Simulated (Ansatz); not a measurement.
```yaml
crystal:
  periodic: [false, false, false]
  atoms:
    - {symbol: Al, position_ang: [-2.504364, -2.012751, -0.243856]}
    - {symbol: Al, position_ang: [-0.449374, -1.217255, 1.366103]}
    - {symbol: Al, position_ang: [-2.086619, 0.364395, -0.489380]}
    - {symbol: Al, position_ang: [-1.512628, 2.873480, -1.059175]}
    - {symbol: Al, position_ang: [-0.890762, -3.560914, 0.156750]}
    - {symbol: Al, position_ang: [-0.062150, -1.296577, -1.345989]}
    - {symbol: Al, position_ang: [-0.128699, 1.382243, 1.314464]}
    - {symbol: Al, position_ang: [0.639583, 3.519677, 0.073666]}
    - {symbol: Al, position_ang: [1.572693, -2.949106, 0.134384]}
    - {symbol: Al, position_ang: [2.132887, -0.450451, 0.469382]}
    - {symbol: Al, position_ang: [0.718933, 1.115008, -1.459172]}
    - {symbol: Al, position_ang: [2.357022, 1.987541, 0.741592]}
basis:
  gaussian: {orbitals: "6-31++G**", point_charges: [{charge: -1.00, position_ang: [6.504, 0.128, 0.058]}]}
hamiltonian: {xc: {name: wPBEh}}
scf: {omitted_lower_state_checks: [starts]}
output: {forces: true}
```

```sh
$ ansatz run in.yaml --threads 4 --pin off --events-out ev --progress --plain --max-ram 6963MiB
```

Shortened log:

```
Functional definition: wPBEh
2172 factors; integrals over basis functions are off by at most 8.8e-4 eV
262 factors; integrals over basis functions are off by at most 2.4e-7 eV
mean field evaluation 1: about -79103.4919 eV, gradient 7.8e1 eV
mean field evaluation 2: about -78817.0693 eV, gradient 2.2e2 eV
mean field evaluation 4: about -79034.4618 eV, gradient 1.4e2 eV
mean field evaluation 8: about -79130.3222 eV, gradient 5.6e-1 eV
mean field -79130.32471985 eV, -2907.9857969939 hartree, gradient 6.3e-5 eV, S^2 0.000000; 0 other end points of the search recorded, 0 dependent functions left out
reference -79130.32479008 eV, -2907.9857995749 hartree; 78, 78 occupied and 198, 198 virtual orbitals, 2172 factors
Total energy: -79130.32479008 eV, -2907.9857995749 hartree
Atom 0 at    -2.504364    -2.012751    -0.243856 Å, force    -1.393926     0.775656    -0.389090 eV/Å
Atom 1 at    -0.449374    -1.217255     1.366103 Å, force     0.302372     0.748675    -0.127290 eV/Å
Atom 2 at    -2.086619     0.364395    -0.489380 Å, force     0.544693     0.905542     0.231061 eV/Å
Atom 3 at    -1.512628     2.873480    -1.059175 Å, force    -0.007845    -0.304404    -0.025596 eV/Å
Atom 4 at    -0.890762    -3.560914     0.156750 Å, force     1.473266    -1.485367     0.267109 eV/Å
Atom 5 at    -0.062150    -1.296577    -1.345989 Å, force     0.027342     0.287583     0.142885 eV/Å
Atom 6 at    -0.128699     1.382243     1.314464 Å, force    -0.797814    -1.109044    -0.274880 eV/Å
Atom 7 at     0.639583     3.519677     0.073666 Å, force    -0.103657     0.955517    -0.280734 eV/Å
Atom 8 at     1.572693    -2.949106     0.134384 Å, force     0.057843    -0.016747     0.059492 eV/Å
Atom 9 at     2.132887    -0.450451     0.469382 Å, force    -0.422130    -0.592368    -0.110321 eV/Å
Atom 10 at     0.718933     1.115008    -1.459172 Å, force    -0.273410    -0.211290     0.591911 eV/Å
Atom 11 at     2.357022     1.987541     0.741592 Å, force     0.846010    -0.004325    -0.126048 eV/Å
Dipole moment:     1.484974     0.087873     0.243482 e Å
Checks for a lower state left out: starts
```

Hardware: 4 threads of Intel Xeon on a shared host. Wall time 61 s, peak host memory 1.6 GiB.

The 6-31G sets use Cartesian d functions. The restricted singlet is unstable towards broken spin symmetry in Hartree–Fock (as tested in another run); at RKS ωPBEh/6-31++G** this wasn't settled.
